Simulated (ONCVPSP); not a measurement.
**Transferability test, ONCV potential for vanadium**

V, optimised norm-conserving Vanderbilt (ONCV), made with ONCVPSP 4.0.1 (PBEsol, fully relativistic). Core [Ne], reference 3s2 3p6 3d3 4s1.75 4p0.25. Waves: 3s+4s: rc 1.45 bohr, ncon 4, nbas 7, qcut 8.6 1/bohr, 2 projectors; 3p+4p: rc 1.65 bohr, ncon 4, nbas 7, qcut 7.2 1/bohr, 2 projectors; 3d: rc 1.15 bohr, ncon 5, nbas 9, qcut 9.5 1/bohr, 3 projectors, debl 3.5 Ha. Local part: polynomial inside 0.95 bohr (lpopt 4, dvloc0 0 Ha). Core correction: Teter function fitted to the true core (icmod 2), fcfact 0.6.

Open shells are filled in proportion to 2j + 1.

Energies are relative to the spin-unpolarised reference configuration 3s2 3p6 3d3 4s1.75 4p0.25; without spin polarisation the order of configurations can differ from experiment.

```tsv
valence configuration	charge	ΔE all-electron (eV)	error AE − PS (meV)
3s2 3p6 3d3 4s0 4p0	+2	21.126	+1.0
3s2 3p5 3d3 4s2 4p0	+1	50.031	+22
```

**Question.** What are ΔE and the potential's error for 3s2 3p6 3d3 4s1 4p0?

**Answer.** ΔE = 6.923 eV all-electron; the error (AE − PS) is +0.3 meV.

**Question.** What are ΔE and the potential's error for 3s2 3p6 3d3 4s2 4p0?

**Answer.** ΔE = -0.827 eV all-electron; the error (AE − PS) is 0.0 meV.
